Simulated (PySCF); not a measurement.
# Predicted spectroscopic data

- coordinates at the PBE0-D3(BJ)/def2-SVP level
- PBE0/pcSseg-1 with gauge-including orbitals
- spin–spin couplings from B3LYP/pcJ-1 (spin–dipole term left out of most H,H and C,H couplings)
- run in PySCF 2.14.0 with density-fitted response routines
- no solvent, fast rotation and ring inversion assumed for equivalent nuclei, no relativistic terms, one computed conformer

δ = σ(ref) − σ, references computed at the same level: TMS for ¹H, ¹³C. Multiplet labels drop J under 1 Hz and among equivalent protons, and merge close values. Unscaled 3J(H,H) run several per cent high. Vicinal couplings that depend on rotamer populations or ring flexing (ring, CH–CH, X–H and H–F types) are those of the one conformer. Carbons bonded to boron are broad in practice. Shifts are as computed. Against solution values, carbons near 30 ppm lie about +2 ppm off and those near 130 ppm about +5 ppm. Of 1211 compounds with measured shifts, 218 miss one by over three times the rms of a fit or turn the order of signals round; such compounds aren't used in these exercises. OH and NH positions are gas-phase values without hydrogen bonding to other molecules.

Compound 1 (C₂H₄BNO₂). ¹H NMR (500 MHz, computed): δ 9.60 (d, J = 1.8 Hz, 1H), 2.83 (br s, 2H), 0.72 (d, J = 1.8 Hz, 1H). ¹³C{¹H} NMR (computed): δ 166.6 (CH), 14.1 (CH). Structure: `OB(O)[C@H]1C=N1`.

Compound 2 (C₇H₁₄). ¹H NMR (500 MHz, computed): δ 1.92 (m, 2H), 1.75 (m, 1H), 1.61 (m, 1H), 1.56 (m, 1H), 1.49 (m, 2H), 1.02 (m, 1H), 0.79 (d, J = 7.3 Hz, 6H). ¹³C{¹H} NMR (computed): δ 44.7 (CH), 38.9 (CH), 29.8 (CH2), 20.7 (CH3), 18.8 (CH2). Structure: SMILES CC(C)C1CCC1.
